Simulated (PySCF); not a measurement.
Predicted microwave data (PBE0/def2-SVPD in PySCF (dipole) on a GFN2-xTB geometry, gas phase) for one isomer of C2H8N2Si2:

* Rotational constants: A = 2558, B = 1723, C = 1168 MHz
* Dipole components: |μa| = 0.36 D, |μb| = 1.05 D, |μc| = 0.82 D
* Inertial defect: -58.23 u·Å²
* κ: -0.20

Question: Which candidate fits, each taken in the one conformer that was computed?
A. `[CH2:1]=[CH:2][SiH:3]1[NH:4][SiH2:5][NH:6]1` with C1–C2–Si3–N4 20°
B. `[CH:1]#[C:2][Si@H:3]([NH2:4])[SiH2:5][NH2:6]` with C2–Si3–N4–H 61° and -77°, C2–Si3–Si5–N6 20°, Si3–Si5–N6–H -39° and -178°
C. `[N:1]#[C:2][C@H:3]([SiH3:4])[SiH2:5][NH2:6]` with C2–C3–Si5–N6 54°, C3–Si5–N6–H 176° and -45°

Answer: B. It is C#C[Si@H](N)[SiH2]N, an asymmetric top, point group C1. The candidates at the same level (rigid rotor, commonest isotopes):

| SMILES | A (MHz) | B (MHz) | C (MHz) | μa (D) | μb (D) | μc (D) | Δ (u·Å²) | point group | rotor |
| --- | --- | --- | --- | --- | --- | --- | --- | --- | --- |
| C#C[Si@H](N)[SiH2]N | 2558 | 1723 | 1168 | 0.36 | 1.05 | 0.82 | -58.23 | C1 | asymmetric top |
| N#C[C@H]([SiH3])[SiH2]N | 2472 | 1893 | 1344 | 1.26 | 3.12 | 0.75 | -95.44 | C1 | asymmetric top |
| C=C[SiH]1N[SiH2]N1 | 4807 | 1571 | 1477 | 0.53 | 0.29 | 0.21 | -84.74 | C1 | near-prolate asymmetric top |

`C=C[SiH]1N[SiH2]N1` has A 88 % too high; `N#C[C@H]([SiH3])[SiH2]N` has C 15 % too high. No structure here is proved a minimum.
